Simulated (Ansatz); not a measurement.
(ZnF2)n off (charge +1): gap (eV) at several levels, gas phase, relaxed structures; Ansatz. Clusters are the lowest isomers that short searches found in that spin, judged at the geometry's level. HOMO and LUMO are taken over both spins. The structures are stationary points that may keep the symmetry of their start.

```
species    state            geometry  PBE-D4/def2-SVP  PBE-D4/def2-TZVP  r2SCAN-D4/def2-TZVP  PBE0-D4/def2-SVP  PBE0-D4/def2-TZVP
  ZnF2⁺  doublet  B3LYP-D4/def2-TZVP             0.17              0.21                 0.49              1.61               1.56
 Zn2F2⁺  doublet    PBE0-D4/def2-SVP             1.17              1.11                 2.04              3.19               3.17
 Zn3F4⁺  doublet  r2SCAN-D4/def2-SVP             0.50              0.51                 0.97              1.81               1.83
```

Over the 3 species that have every level, the mean is 0.61 at PBE-D4/def2-SVP, 0.61 at PBE-D4/def2-TZVP, 1.16 at r2SCAN-D4/def2-TZVP, 2.20 at PBE0-D4/def2-SVP, 2.19 at PBE0-D4/def2-TZVP. Orbital gaps grow with the share of exact exchange and aren't one observable across functionals.
